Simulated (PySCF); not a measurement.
Mapped SMILES: `[CH3:1][SiH:2]([CH3:3])[O:4][SiH:5]([CH3:6])[CH3:7]`. Hydrogens are named by the atom that carries them.

GIAO PBE0/pcSseg-1 shifts (PySCF 2.14, gas phase, non-relativistic, equivalent atoms averaged), each against references optimised in the same way as the molecule (TMS, H2O).

On the GFN2-xTB geometry: C1/C3/C6/C7 2.2, Si2/Si5 -7.5, O4 58.1, H(Si2)/H(Si5) 5.25, H(C1)/H(C3)/H(C6)/H(C7) 0.15 ppm.

**Question.** What changes on the PBE0-D3(BJ)/def2-SVP geometry?

**Answer.** 
```tsv
atoms	δ (ppm)	change
C1/C3/C6/C7	2.3	+0.1
Si2/Si5	1.9	+9.4
O4	61.9	+3.8
H(Si2)/H(Si5)	4.98	-0.27
H(C1)/H(C3)/H(C6)/H(C7)	0.18	+0.03
```

Bonds between heavy atoms that differ most (equivalent bonds averaged): Si2–O4 1.626 → 1.663 Å, C1–Si2 1.901 → 1.874 Å. Mean change of bonds to hydrogen: C–H +0.015 Å, Si–H +0.027 Å. The two structures also differ in conformation, which adds to the changes.
